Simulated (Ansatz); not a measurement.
The cluster Ta₂Si⁻. The state is a doublet with charge -1. Geometry PBE-D4/def2-TZVP, that of the neutral singlet; atoms count from 1.

```
atom    x (Å)    y (Å)    z (Å)
 Ta1  -1.0340   0.7953  -0.3678
 Ta2   0.1176  -1.1648  -0.6829
 Si3   0.9164   0.3695   1.0507
```

In the def2 sets Ta takes a core potential; there is no spin–orbit coupling. The charge -1 doublet is spin-contaminated (final ⟨S²⟩ up to 0.97, 0.75 for a pure state). The structure comes from a short search, and lower isomers may exist.

(1) Estimate the Mulliken populations from the PBE0/def2-TZVPD orbitals of Ansatz.

(2) Where does the spin sit?

(3) And the Mayer bond orders between heavy atoms (over 0.3)?

Results:

(1) 
```csv
atom,charge (e),spin (α − β),d electrons
Ta1,-0.30,1.49,3.70
Ta2,-0.37,-0.43,3.65
Si3,-0.33,-0.06,–
```
Mulliken values depend strongly on the basis. With diffuse functions, as here, like atoms can get unlike values, and bond orders can come out too low or too high.

(2) Summed by element: Ta 1.06, Si -0.06, of 1 unpaired in all. Largest on single atoms: Ta1 1.49, Ta2 -0.43, Si3 -0.06.

(3) Ta1–Ta2 3.85 (2.30 Å); Ta1–Si3 1.34 (2.45 Å); Ta2–Si3 1.52 (2.45 Å).
